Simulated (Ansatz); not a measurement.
`C=CCC#N` + `C#C[SiH3]` → `C#C[SiH2]C#N` + propene  (formal exchange of groups at a C–C bond)

Computed with Ansatz on PBE0-D4/def2-TZVP structures; ΔE is electronic, products minus reactants. CCSD(T)/CBS adds triple-zeta CCSD(T) − MP2 to the extrapolated MP2 energy (def2 sets, frozen cores). DFT in def2-TZVPP. B3LYP here is the variant with VWN-RPA as its local correlation; programs differ in this. Each species was taken in one conformer, which may not be the lowest.

```
          level  ΔE (eV)
       B3LYP-D4    -0.47
            PBE    -0.43
  HF/def2-TZVPP    -0.48
CCSD/def2-TZVPP    -0.48
```

Question: What does CCSD(T)/CBS give? (Estimate.)

Answer: Ansatz gave: -0.50 eV. The listed levels differ from it by 0.03, 0.07, 0.02, 0.02 eV.

Largest T1 diagnostic among the species: 0.014.
